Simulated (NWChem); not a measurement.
System: C2H5FSi2; SMILES [SiH2]([SiH2]F)C#C

The following NWChem deck was run.

```
start job
memory heap 200 mb stack 900 mb global 1100 mb
geometry units angstroms noautosym nocenter noautoz
  C     -1.123406    -2.763620    -0.202176
  C     -0.271384    -1.917443    -0.003556
  Si     0.971287    -0.599462     0.274488
  Si     0.096682     1.472431    -0.402026
  F     -1.147151     1.871195     0.574997
  H     -1.873787    -3.515288    -0.374383
  H      2.193983    -0.886151    -0.537688
  H      1.347961    -0.558997     1.718776
  H      1.132187     2.542688    -0.290225
  H     -0.409268     1.413166    -1.804084
end
basis spherical
  C library def2-svp
  Si library def2-svp
  F library def2-svp
  H library def2-svp
end
dft
  xc pbe0
  iterations 150
end
cosmo
  do_cosmo_smd true
  solvent dmso
end
task dft energy
```

NWChem printed, in part:

```
             Northwest Computational Chemistry Package (NWChem) 7.3.0
             --------------------------------------------------------

                             Geometry "geometry" -> ""
                             -------------------------

 Output coordinates in angstroms (scale by  1.889725989 to convert to a.u.)

  No.       Tag          Charge          X              Y              Z
 ---- ---------------- ---------- -------------- -------------- --------------
    1 C                    6.0000    -1.12340600    -2.76362000    -0.20217600
    2 C                    6.0000    -0.27138400    -1.91744300    -0.00355600
    3 Si                  14.0000     0.97128700    -0.59946200     0.27448800
    4 Si                  14.0000     0.09668200     1.47243100    -0.40202600
    5 F                    9.0000    -1.14715100     1.87119500     0.57499700
    6 H                    1.0000    -1.87378700    -3.51528800    -0.37438300
    7 H                    1.0000     2.19398300    -0.88615100    -0.53768800
    8 H                    1.0000     1.34796100    -0.55899700     1.71877600
    9 H                    1.0000     1.13218700     2.54268800    -0.29022500
   10 H                    1.0000    -0.40926800     1.41316600    -1.80408400

 Effective nuclear repulsion energy (a.u.)     248.0759678839

                                 NWChem DFT Module
                                 -----------------

 Summary of "ao basis" -> "ao basis" (spherical)
 ------------------------------------------------------------------------------
       Tag                 Description            Shells   Functions and Types
 ---------------- ------------------------------  ------  ---------------------
 C                          def2-svp                 6       14   3s2p1d
 Si                         def2-svp                 8       18   4s3p1d
 F                          def2-svp                 6       14   3s2p1d
 H                          def2-svp                 3        5   2s1p

 in cosmo_initialize ...
 calling solv_data for solv:dmso

 solvent parameters
 solvname_short: dmso
 solvname_long:  dimethylsulfoxide
 dielec:       46.8260
 dielecinf:     2.0079
 nonaqueous SMD model solvent descriptors
 dielec:       46.8260
 sola:          0.0000
 solb:          0.8800
 solc:          0.0000
 solg:         61.7800
 solh:          0.0000
 soln:          1.4170

          ---------------
          -cosmo- solvent
          ---------------
 Cosmo: York-Karplus, doi: 10.1021/jp992097l
 dielectric constant -eps-     =  46.83
 screen = (eps-1)/(eps    )    =   0.97864
 surface charge correction     = lagrangian

   van der Waals surface
 --------------------------

 ---------- ATOMIC COORDINATES (A.U.) ------------ VDWR(ANG.) --
     1   -2.12292951   -5.22248454   -0.38205724     1.850
     2   -0.51284140   -3.62344187   -0.00671987     1.850
     3    1.83546629   -1.13281892    0.51870711     2.470
     4    0.18270249    2.78249113   -0.75971898     2.470
     5   -2.16780106    3.53604582    1.08658677     1.730
     6   -3.54094399   -6.64293109   -0.70748128     1.200
     7    4.14602669   -1.67458257   -1.01608299     1.200
     8    2.54727693   -1.05635116    3.24801568     1.200
     9    2.13952320    4.80498359   -0.54844573     1.200
    10   -0.77340438    2.67049652   -3.40922442     1.200
 number of segments per atom =        128
 number of   points per atom =        128
 atom (   nspa,  nppa )
 ----------------------
    1 (     84,     0 )       0
    2 (     43,     0 )       0
    3 (     73,     0 )       0
    4 (     75,     0 )       0
    5 (     67,     0 )       0
    6 (     51,     0 )       0
    7 (     33,     0 )       0
    8 (     32,     0 )       0
    9 (     33,     0 )       0
   10 (     31,     0 )       0
 number of -cosmo- surface points =      522
 molecular surface =    144.908 angstrom**2
 molecular volume  =    141.557 angstrom**3
 -lineq- algorithm             =   0
 -bem- low  level              =   3
 -bem- from -octahedral-
 gaussian surface charge width =   4.50000
 degree of switching           =   1.00000
 switching function tolerance  =   0.00010
 atomic radii =
 --------------
    1  6.000  1.850
    2  6.000  1.850
    3 14.000  2.470
    4 14.000  2.470
    5  9.000  1.730
    6  1.000  1.200
    7  1.000  1.200
    8  1.000  1.200
    9  1.000  1.200
   10  1.000  1.200
 ...... end of -cosmo- initialization ......

 nat:                    10
 ixmem:                  5529
 calling mnsol_interface()
 G(SMD-CDS) energy (kcal/mol)  =     3.795
 SMD-CDS SASA (angstrom**2)    =   171.510

            General Information
            -------------------
          SCF calculation type: DFT
          Wavefunction type:  closed shell.
          No. of atoms     :    10
          No. of electrons :    54
           Alpha electrons :    27
            Beta electrons :    27
          Charge           :     0
          Spin multiplicity:     1
          Use of symmetry is: off; symmetry adaption is: off
          Maximum number of iterations: 150
          AO basis - number of functions:   103
                     number of shells:    49
          Convergence on energy requested:  1.00D-06
          Convergence on density requested:  1.00D-05
          Convergence on gradient requested:  5.00D-04

              XC Information
              --------------
                         PBE0 Method XC Functional
                     Hartree-Fock (Exact) Exchange  0.250
          PerdewBurkeErnzerhof Exchange Functional  0.750
            Perdew 1991 LDA Correlation Functional  1.000 local
           PerdewBurkeErnz. Correlation Functional  1.000 non-local

             Grid Information
             ----------------
          Grid used for XC integration:  medium
          Radial quadrature: Mura-Knowles
          Angular quadrature: Lebedev.
          Tag              B.-S. Rad. Rad. Pts. Rad. Cut. Ang. Pts.
          ---              ---------- --------- --------- ---------
          C                   0.70       49          13.0       434
          Si                  1.10       88          13.0       590
          F                   0.50       49          13.0       434
          H                   0.35       45          15.0       434
          Grid pruning is: on
          Number of quadrature shells:   548
          Spatial weights used:  Erf1

      Superposition of Atomic Density Guess
      -------------------------------------

 Sum of atomic energies:        -754.51561614

      Non-variational initial energy
      ------------------------------

 Total energy =    -756.175414
 1-e energy   =   -1536.838370
 2-e energy   =     532.586988
 HOMO         =      -0.298976
 LUMO         =       0.009068

   convergence    iter        energy       DeltaE   RMS-Dens  Diis-err
 ---------------- ----- ----------------- --------- --------- ---------
     COSMO gas phase
 d= 0,ls=0.0,diis     1   -757.1884331395 -1.01D+03  1.27D-02  6.07D-01
 d= 0,ls=0.0,diis     2   -757.1763894260  1.20D-02  6.65D-03  9.67D-01
 d= 0,ls=0.0,diis     3   -757.2651842463 -8.88D-02  1.19D-03  2.77D-02
 d= 0,ls=0.0,diis     4   -757.2672371681 -2.05D-03  4.24D-04  1.75D-03
 d= 0,ls=0.0,diis     5   -757.2674894708 -2.52D-04  8.22D-05  8.08D-05
  Resetting Diis
 d= 0,ls=0.0,diis     6   -757.2675015713 -1.21D-05  2.04D-05  4.02D-06
 d= 0,ls=0.0,diis     7   -757.2675021574 -5.86D-07  1.18D-05  4.22D-07
 d= 0,ls=0.0,diis     8   -757.2675019689  1.89D-07  7.57D-06  1.86D-06

   convergence    iter        energy       DeltaE   RMS-Dens  Diis-err
 ---------------- ----- ----------------- --------- --------- ---------
     COSMO solvation phase
 d= 0,ls=0.0,diis     1   -757.2675806925 -7.87D-05  1.96D-03  2.75D-03
 d= 0,ls=0.0,diis     2   -757.2682401014 -6.59D-04  3.56D-04  1.65D-03
 d= 0,ls=0.0,diis     3   -757.2683791700 -1.39D-04  1.83D-04  5.58D-04
 d= 0,ls=0.0,diis     4   -757.2684350133 -5.58D-05  6.69D-05  8.88D-05
 d= 0,ls=0.0,diis     5   -757.2684461747 -1.12D-05  1.90D-05  6.29D-06
 d= 0,ls=0.0,diis     6   -757.2684468387 -6.64D-07  4.80D-06  5.50D-07

         Total DFT energy =     -757.268446838698
      One electron energy =    -1540.850351771273
           Coulomb energy =      599.736722941875
    Exchange-Corr. energy =      -64.503894139496
 Nuclear repulsion energy =      248.075967883862

             COSMO energy =        0.273108246335

 Numeric. integr. density =       54.000022544665

                                COSMO-SMD solvation results
                                ---------------------------

             internal energy in gas <Psi(g)|H|Psi(g)> =      -757.267501968895
         internal energy in solvent <Psi(s)|H|Psi(s)> =      -757.266469895630
                               delta internal energy  =         0.001032073265 (    0.65 kcal/mol)
   total free energy in solvent <Psi(s)|H+V/2|Psi(s)> =      -757.274495210299
 polarization energy contribution <Psi(s)|V/2|Psi(s)> =        -0.008025314669 (   -5.04 kcal/mol)
    total free energy in solvent including G(SMD-CDS) =      -757.268446838698
                       G(SMD-CDS) energy contribution =         0.006048371602 (    3.80 kcal/mol)
     1 M fixed-concentration free energy of solvation =        -0.000944869803 (   -0.59 kcal/mol)

                       DFT Final Molecular Orbital Analysis
                       ------------------------------------

 Vector   25  Occ=2.000000D+00  E=-3.391207D-01
              MO Center= -1.9D-01, -9.5D-01, -1.6D-01, r^2= 4.5D+00
   Bfn.  Coefficient  Atom+Function         Bfn.  Coefficient  Atom+Function
  ----- ------------  ---------------      ----- ------------  ---------------
    18      0.233811   2 C  px                5     -0.209808   1 C  py
    19     -0.188445   2 C  py               37     -0.175542   3 Si py
    99      0.168676  10 H  s                40     -0.158134   3 Si py
     4      0.156698   1 C  px               22     -0.128003   2 C  py
    21      0.123071   2 C  px               55      0.123274   4 Si py

 Vector   26  Occ=2.000000D+00  E=-3.108104D-01
              MO Center= -3.6D-01, -2.1D+00, -1.1D-02, r^2= 2.6D+00
   Bfn.  Coefficient  Atom+Function         Bfn.  Coefficient  Atom+Function
  ----- ------------  ---------------      ----- ------------  ---------------
     6      0.370371   1 C  pz               20      0.356908   2 C  pz
    23      0.227303   2 C  pz                9      0.218880   1 C  pz
    89     -0.143129   8 H  s                84      0.142111   7 H  s
     4     -0.139229   1 C  px               18     -0.134976   2 C  px
    85      0.103454   7 H  s                90     -0.102814   8 H  s

 Vector   27  Occ=2.000000D+00  E=-2.920356D-01
              MO Center=  5.1D-04, -7.0D-01, -9.1D-02, r^2= 5.1D+00
   Bfn.  Coefficient  Atom+Function         Bfn.  Coefficient  Atom+Function
  ----- ------------  ---------------      ----- ------------  ---------------
    55     -0.212974   4 Si py                5     -0.209704   1 C  py
    19     -0.203412   2 C  py                4      0.200709   1 C  px
    37      0.177700   3 Si py               40      0.151782   3 Si py
    18      0.141479   2 C  px               69     -0.131131   5 F  py
    22     -0.129625   2 C  py                7      0.128054   1 C  px

 Vector   28  Occ=0.000000D+00  E=-2.219229D-02
              MO Center=  1.7D-01, -2.4D-01, -1.3D-01, r^2= 5.6D+00
   Bfn.  Coefficient  Atom+Function         Bfn.  Coefficient  Atom+Function
  ----- ------------  ---------------      ----- ------------  ---------------
    85     -0.520094   7 H  s                57      0.511063   4 Si px
    39      0.416899   3 Si px               41     -0.362855   3 Si pz
    90      0.305858   8 H  s                67      0.240785   5 F  s
     7     -0.236331   1 C  px               59     -0.231793   4 Si pz
    95     -0.224761   9 H  s                58     -0.206638   4 Si py

 Vector   29  Occ=0.000000D+00  E=-9.681029D-03
              MO Center= -5.2D-02, -1.3D+00,  2.1D-02, r^2= 4.9D+00
   Bfn.  Coefficient  Atom+Function         Bfn.  Coefficient  Atom+Function
  ----- ------------  ---------------      ----- ------------  ---------------
    90     -0.554915   8 H  s                41      0.532217   3 Si pz
     9     -0.394674   1 C  pz               95     -0.320849   9 H  s
    50      0.308566   4 Si s                23      0.306644   2 C  pz
     6     -0.284886   1 C  pz                8      0.253657   1 C  py
    39      0.249821   3 Si px               57      0.224623   4 Si px

 Vector   30  Occ=0.000000D+00  E= 1.239591D-02
              MO Center= -3.2D-02, -5.7D-01, -1.4D-01, r^2= 6.0D+00
   Bfn.  Coefficient  Atom+Function         Bfn.  Coefficient  Atom+Function
  ----- ------------  ---------------      ----- ------------  ---------------
    59     -0.519340   4 Si pz               40      0.474107   3 Si py
    57      0.403956   4 Si px               17      0.314483   2 C  s
    67      0.314412   5 F  s                23      0.304140   2 C  pz
     9     -0.295073   1 C  pz               22      0.278252   2 C  py
     7      0.272993   1 C  px               49     -0.272023   4 Si s

     Multipole analysis of the density
     ---------------------------------

     L   x y z        total         alpha         beta         nuclear
     -   - - -        -----         -----         ----         -------
     0   0 0 0     -0.000000    -27.000000    -27.000000     54.000000

     1   1 0 0      0.333072      1.442533      1.442533     -2.551994
     1   0 1 0     -0.314425     -0.130153     -0.130153     -0.054120
     1   0 0 1     -0.424739     -1.031986     -1.031986      1.639233

     2   2 0 0    -32.013945    -95.975901    -95.975901    159.937858
     2   1 1 0      5.382111     -1.705702     -1.705702      8.793514
     2   1 0 1      1.165925     -0.968387     -0.968387      3.102698
     2   0 2 0    -31.366276   -295.473233   -295.473233    559.580190
     2   0 1 1     -0.399507     -0.253382     -0.253382      0.107257
     2   0 0 2    -33.869217    -40.612358    -40.612358     47.355499
```

Level: PBE0/def2-SVP, SMD on the gas-phase geometry. All runs use the structure optimised with PBE0/def2-SVP. Solvent: dimethyl sulfoxide.
